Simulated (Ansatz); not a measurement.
Calculated with Ansatz (gas phase, PBE0-D4/def2-TZVP geometries, no zero-point term in ΔE). CCSD(T)/CBS adds triple-zeta CCSD(T) − MP2 to the extrapolated MP2 energy (def2 sets, frozen cores). DFT in def2-TZVPP. For Se outer-core shells are correlated without core-valence functions, which leaves a few kJ/mol of doubt a bond. Scalar relativity is left out up to krypton. One conformer a species, not always the lowest.

`Cl[Si](Cl)(Cl)[SeH]` + `O[Si](F)(F)F` → `F[Si](F)(F)O[Si](Cl)(Cl)Cl` + H₂Se  (ligand exchange at the Si–Se bond)

Is it downhill or uphill in electronic energy at CCSD(T)/CBS, and by how much? (Estimate.)

The calculation gave: Downhill: ΔE = -0.59 eV.

What do these levels give: BLYP-D4, r2SCANh-D4, PBE-QIDH, revPBE, PBE0, RPA@PBE/def2-TZVPP, MP2/def2-SVP, SCS-MP2/def2-TZVPP, HF/def2-QZVPP, MP2/def2-QZVPP, HF/CBS(def2), CCSD/CBS(def2)? (Estimate.)

The calculation gave: BLYP-D4 -0.62, r2SCANh-D4 -0.61, PBE-QIDH -0.56, revPBE -0.40, PBE0 -0.49, RPA@PBE/def2-TZVPP -0.69, MP2/def2-SVP -0.62, SCS-MP2/def2-TZVPP -0.64, HF/def2-QZVPP -0.90, MP2/def2-QZVPP -0.54, HF/CBS(def2) -0.90, CCSD/CBS(def2) -0.63 eV.

Largest T1 diagnostic among the species: 0.011.

The D4 term adds −0.04 eV with B3LYP and −0.03 eV with PBE0; it sums over pairs of atoms, weighted by their polarisabilities, and B3LYP, whose exchange is more repulsive, gets the larger term. At CCSD(T), def2-SVP lies −0.09 eV from the extrapolated value and def2-TZVPP −0.07 eV. Leaving LDA and LC-ωPBE aside and taking each functional with its dispersion term where it has one, the values, not all of them listed here, spread over 0.30 eV, from BHLYP-D4 to PBE-D4. LDA lies −0.06 eV from PBE without D4.

B3LYP here is the variant with VWN-RPA as its local correlation; programs differ in this.
